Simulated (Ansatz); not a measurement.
Stepwise reaction of `[Cl][Zr]([Cl])([I])[I]` with hydrogen chloride, as a gas-phase model of exchange steps in deposition or etching. ΔE in kJ/mol; ΔG adds harmonic PBE0-D4 terms to CCSD(T)/CBS, at 1 bar.

Computed with Ansatz on PBE0-D4/def2-TZVP structures; ΔE is electronic, products minus reactants. CBS: MP2 limit from def2 TZ/QZ plus the TZ coupled-cluster correction, frozen cores. This one scheme is used for every species. DFT in def2-TZVPP. B3LYP here is the variant with VWN-RPA as its local correlation; programs differ in this. Elements past krypton have def2 core potentials. For I, Zr outer-core shells are correlated without core-valence functions, which leaves a few kJ/mol of doubt a bond.

```csv
step,reaction,PBE-D4,B3LYP-D4,ωB97M-V,CCSD(T)/CBS,ΔG(600 K)
2,`[Cl][Zr]([Cl])([Cl])[I]` + HCl → `[Cl][Zr]([Cl])([Cl])[Cl]` + HI,-10.1,-12.6,-14.8,-5.1,-1.5
```

(1) Give the row of step 1, `[Cl][Zr]([Cl])([I])[I]` + HCl → `[Cl][Zr]([Cl])([Cl])[I]` + HI. (An estimate is asked.)

(2) By hand: ΔE of the 2 steps together at CCSD(T)/CBS.

Answers

(1) The calculation gave: 
```tsv
step	reaction	PBE-D4	B3LYP-D4	ωB97M-V	CCSD(T)/CBS	ΔG(600 K)
1	`[Cl][Zr]([Cl])([I])[I]` + HCl → `[Cl][Zr]([Cl])([Cl])[I]` + HI	-9.3	-11.9	-14.5	-3.9	-5.2
```

(2) (-3.9) + (-5.1) = -9.0 kJ/mol, or -4.5 kJ/mol a step.

In ΔE the steps differ by no more than 1.2 kJ/mol. ΔG lies between -5.2 and -1.5 kJ/mol a step. PBE-D4 differs from CCSD(T)/CBS by -5.4 to -5.0 kJ/mol a step. Only this route is followed, and other bonds may react first. Isolated molecules leave out the surface, adducts and barriers. Largest T1 diagnostic: 0.015.
